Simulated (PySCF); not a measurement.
# Bond length, frequency and bond energy of ZnC by level of theory

State: ³Σ⁻ (triplet), unpaired electrons π ↑↑. Set-up: basis Zn x2c-TZVPPall, C x2c-TZVPPall; spin-free X2C with a Gaussian nucleus; PySCF 2.14. De refers to Zn + C in their high-spin ground configurations, without counterpoise correction. The functionals are run spin-unrestricted. A positive dipole means Zn(−)C(+). Levels whose curve was spin-contaminated or gave no clean fit are not listed.

| Level | Re (Å) | ωe (cm⁻¹) | De (eV) | μ (D) | CPU s a point (SCF and correlation, without the integrals) |
| --- | --- | --- | --- | --- | --- |
| ROHF-MP2 | 1.916 | 513 | 0.97 | n/a | 1.6 |
| ROHF-SCS-MP2 | 1.950 | 473 | 0.75 | n/a | n/a |
| PBE | 1.947 | 497 | 1.50 | -2.88 | 1.4 |
| PW91 | 1.946 | 497 | 1.50 | -2.85 | 0.88 |
| TPSS | 1.954 | 490 | 1.41 | -2.90 | 1.8 |

Correlated steps freeze 6 core orbitals. The state is the lowest determinant that a PBE0 search found; another state may lie lower at other levels.

The whole job (state search and all levels along the bond) took about 6.3 min on 1 thread of Intel Xeon 6975P-C (shared host), peak memory 3.2 GiB.
